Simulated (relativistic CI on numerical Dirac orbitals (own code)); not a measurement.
## Charge states of lutetium

These numbers are calculated, not measured: Dirac-Coulomb-Breit CI, separate exchange-only KLI orbitals for each configuration, QED by a radiative potential, valence Slater integrals scaled by 0.9 (own radial code, finite nucleus).

Each species is treated in one configuration, given outside its closed core. Radial values are for the open shell of highest l, unscaled and averaged over j; ζ includes the Breit term. Labels give the leading LS character, summed over repeated terms.

| Ion | Configuration | Its lowest level | LS weight (%) | g_J | g√(J(J+1)) | Next level | E (cm⁻¹) | ζ (cm⁻¹) |
| --- | --- | --- | --- | --- | --- | --- | --- | --- |
| Lu48+ | 3d5 | J = 5/2 (mixed) | 26 | 1.293 | 3.82 | J = 5/2 (mixed) | 375690 | 189600 |
| Lu49+ | 3d4 | 3P_0 | 60 |  | 0.00 | 5D_1 | 415790 | 193300 |
| Lu50+ | 3d3 | J = 3/2 (mixed) | 45 | 0.713 | 1.38 | 4F_5/2 | 427180 | 197100 |
| Lu51+ | 3d2 | 3F_2 | 74 | 0.759 | 1.86 | 3P_0 | 167530 | 201000 |
| Lu52+ | 3d | 2D_3/2 | 100 | 0.788 | 1.53 | 2D_5/2 | 513610 | 204900 |
| Lu53+ | 3s2 3p6 | 1S_0 | 100 |  | 0.00 |  |  |  |
| Lu54+ | 3s2 3p5 | ? | ? | ? | ? | ? | ? | ? |
| Lu55+ | 3s2 3p4 | 3P_2 | 69 | 1.332 | 3.26 | 1S_0 | 146640 | 1.557e+06 |
| Lu56+ | 3s2 3p3 | J = 3/2 (mixed) | 48 | 1.344 | 2.60 | 4S°_3/2 | 2.2584e+06 | 1.576e+06 |
| Lu57+ | 3s2 3p2 | 3P_0 | 69 |  | 0.00 | 3P_1 | 2.3023e+06 | 1.595e+06 |
| Lu58+ | 3s2 3p | 2P°_1/2 | 100 | 0.649 | 0.56 | 2P°_3/2 | 2.4228e+06 | 1.613e+06 |
| Lu59+ | 3s2 | 1S_0 | 100 |  | 0.00 |  |  |  |
| Lu60+ | 3s | 2S_1/2 | 100 | 1.985 | 1.72 |  |  |  |
| Lu61+ | 2s2 2p6 | 1S_0 | 100 |  | 0.00 |  |  |  |
| Lu62+ | 2s2 2p5 | 2P°_3/2 | 100 | 1.302 | 2.52 | 2P°_1/2 | 9.2684e+06 | 6.172e+06 |
| Lu63+ | 2s2 2p4 | 3P_2 | 68 | 1.308 | 3.20 | 1S_0 | 439370 | 6.262e+06 |
| Lu64+ | 2s2 2p3 | J = 3/2 (mixed) | 49 | 1.315 | 2.55 | 4S°_3/2 | 9.251e+06 | 6.354e+06 |
| Lu65+ | 2s2 2p2 | 3P_0 | 68 |  | 0.00 | 3P_1 | 9.4163e+06 | 6.446e+06 |
| Lu66+ | 2s2 2p | 2P°_1/2 | 100 | 0.620 | 0.54 | 2P°_3/2 | 9.8202e+06 | 6.54e+06 |
| Lu67+ | 2s2 | 1S_0 | 100 |  | 0.00 |  |  |  |
| Lu68+ | 2s | 2S_1/2 | 100 | 1.955 | 1.69 |  |  |  |
| Lu69+ | 1s2 | 1S_0 | 100 |  | 0.00 |  |  |  |

(1) Fill in the row of Lu54+.

Results:

(1) Its lowest level 2P°_3/2; LS weight (%) 100; g_J 1.322; g√(J(J+1)) 2.56; Next level 2P°_1/2; E (cm⁻¹) 2.3107e+06; ζ (cm⁻¹) 1.539e+06.
